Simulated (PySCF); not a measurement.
Sb(Cl)(TeH)2 (ClH₂SbTe₂), SMILES [Cl][Sb]([TeH])[TeH].

The structure is a stationary point at PBE0-D3(BJ)/def2-SVP. The geometry has at least one imaginary mode, so it is a saddle point at that level. The structure was generated by enumeration; whether it is a known compound was not checked. The def2 effective core potentials stand for the cores of Sb, Te; spin–orbit coupling is left out.

Two levels are set side by side: PBE/def2-TZVP (PySCF) and B3LYP/def2-TZVP (PySCF). Same geometry, gas phase. Differences are taken from unrounded values.

| quantity | B3LYP | PBE | PBE minus B3LYP |
|---|---|---|---|
| orbital gap (eV) | 4.22 | 2.96 | -1.26 |
| highest occupied level (eV) | -6.45 | -5.65 | 0.79 |
| lowest empty level (eV) | -2.23 | -2.70 | -0.47 |
| dipole moment (D) | 2.25 | 2.10 | -0.15 |
| mean polarisability (bohr³) | 138.0 | 140.6 | 2.6 |

Without exact exchange PBE keeps part of each electron's self-repulsion, which lifts occupied levels and narrows the gap. Differences between two approximate levels are no errors against the true value.

Rough cost on one machine, each run with all the roots and properties that it gave: B3LYP against PBE within a factor of 2.
